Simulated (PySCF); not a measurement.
Can point charges reproduce the dipole moment of `Oc1ccc(CC(F)(F)F)cc1`?

Coordinates (GFN2-xTB, Å) and charges (e) from the PBE0/pcSseg-1 density (PySCF):

```tsv
atom	x	y	z	Mulliken	IAO	Hirshfeld	ESP-fitted
O1	3.630	0.510	-0.484	-0.3790	-0.4710	-0.1834	-0.5766
C2	2.320	0.323	-0.185	+0.1815	+0.2196	+0.0781	+0.4230
C3	1.776	-0.942	0.008	-0.1213	-0.2143	-0.0780	-0.3979
C4	0.436	-1.081	0.315	+0.0309	-0.1396	-0.0505	-0.1622
C5	-0.381	0.034	0.436	-0.3522	-0.0286	-0.0204	+0.2086
C6	-1.850	-0.128	0.733	-0.1702	-0.3091	-0.0921	-0.5764
C7	-2.625	-0.340	-0.556	+0.7913	+0.8098	+0.2586	+0.6970
F8	-3.944	-0.480	-0.330	-0.2760	-0.2914	-0.1048	-0.2316
F9	-2.497	0.685	-1.410	-0.2671	-0.2841	-0.0947	-0.2082
F10	-2.239	-1.441	-1.216	-0.2690	-0.2858	-0.0938	-0.2137
C11	0.166	1.296	0.238	+0.0335	-0.1399	-0.0474	-0.2479
C12	1.503	1.445	-0.067	-0.0855	-0.1875	-0.0666	-0.2693
H13	4.082	-0.340	-0.542	+0.2384	+0.3646	+0.1824	+0.4285
H14	2.403	-1.818	-0.085	+0.0958	+0.1462	+0.0471	+0.1850
H15	0.023	-2.068	0.458	+0.0698	+0.1550	+0.0499	+0.1721
H16	-2.257	0.762	1.214	+0.1521	+0.1675	+0.0555	+0.2007
H17	-2.033	-0.998	1.367	+0.1540	+0.1675	+0.0549	+0.1911
H18	-0.461	2.171	0.322	+0.0713	+0.1551	+0.0518	+0.1820
H19	1.936	2.419	-0.222	+0.1017	+0.1659	+0.0533	+0.1958
```

Problem. What dipole does each set of charges give (1 e·Å = 4.803 D), and what does the density give?

Solution. The full density gives (1.82, -1.00, 1.70) D, 2.69 D in size; dipole vectors point from the negative to the positive end.

| scheme | μx | μy | μz | size (D) | share of the full size (%) | angle to the full dipole (°) |
| --- | --- | --- | --- | --- | --- | --- |
| Mulliken | 0.78 | -0.44 | 2.59 | 2.74 | 102 | 32 |
| IAO | 1.84 | -0.77 | 2.80 | 3.43 | 128 | 16 |
| Hirshfeld | 1.48 | -0.36 | 0.87 | 1.75 | 65 | 16 |
| ESP-fitted | 1.85 | -0.98 | 1.76 | 2.74 | 102 | 1 |

Problem. Which set comes closest?

Solution. Length of the difference vector: ESP-fitted 0.07 D, Hirshfeld 1.11 D, IAO 1.12 D, Mulliken 1.48 D. Closest: ESP-fitted. The schemes that divide the density aren't constrained to reproduce the dipole.

Problem. What is left for the Hirshfeld atoms' own dipoles?

Solution. The shares of the density sum to the whole, so what Σ q r misses lies in dipoles about the nuclei. The atomic dipoles sum to (1.82, -1.00, 1.70) − (1.48, -0.36, 0.87) = (0.34, -0.64, 0.83) D, 1.11 D in size.

Problem. With the origin at the mean of the coordinates, (-0.001, 0.000, 0.000) Å, which are the largest single terms, by size, of the IAO dipole along the direction of the full one?

Solution. C7 -7.80, H13 +4.47, O1 -4.45, F9 +3.88, F8 +3.79 D; all 19 atoms together +3.31 D. The single terms depend on the origin, their sum doesn't.

Problem. Give the size of the full dipole in other units.

Solution. 2.69 D = 1.057 au = 0.560 e·Å = 8.96 × 10⁻³⁰ C·m.

Geometry: GFN2-xTB, one conformer, isolated molecule.

Conformer computed: `[OH:1][c:2]1[cH:3][cH:4][c:5]([CH2:6][C:7]([F:8])([F:9])[F:10])[cH:11][cH:12]1`: C4–C5–C6–C7 -86°, C5–C6–C7–F8 180°, H–O1–C2–C3 1°.
